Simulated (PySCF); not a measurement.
A calculated (HSE06, PySCF 2.14, aug-cc-pVQZ-DK3, the spin-free X2C one-electron Hamiltonian (Gaussian nucleus)) atom or ion has these occupied shells.

```csv
shell,electrons,orbital energy (eV),"rms radius, mean of both spins (bohr)"
1s β,1,-30362.0,0.0325
1s α,1,-30362.0,0.0325
2s β,1,-4661.9,0.133
2s α,1,-4661.9,0.133
2p α,3,-4188.3,0.118
2p β,3,-4188.3,0.118
3s β,1,-940.84,0.353
3s α,1,-940.81,0.353
3p α,3,-785.03,0.353
3p β,3,-785.01,0.353
3d α,5,-546.14,0.332
3d β,5,-546.12,0.332
4s β,1,-175.56,0.841
4s α,1,-175.52,0.841
4p α,3,-127.17,0.910
4p β,3,-127.11,0.910
4d α,5,-55.880,1.11
4d β,5,-55.848,1.11
5s β,1,-30.499,2.20
5p α,2,-21.632,2.64
```

**Question.** Name the element and its charge.

**Answer.** Sb²⁺ (antimony, charge +2), in [Kr] 4d10 5s1 5p2, 5s spin antiparallel (an excited configuration).
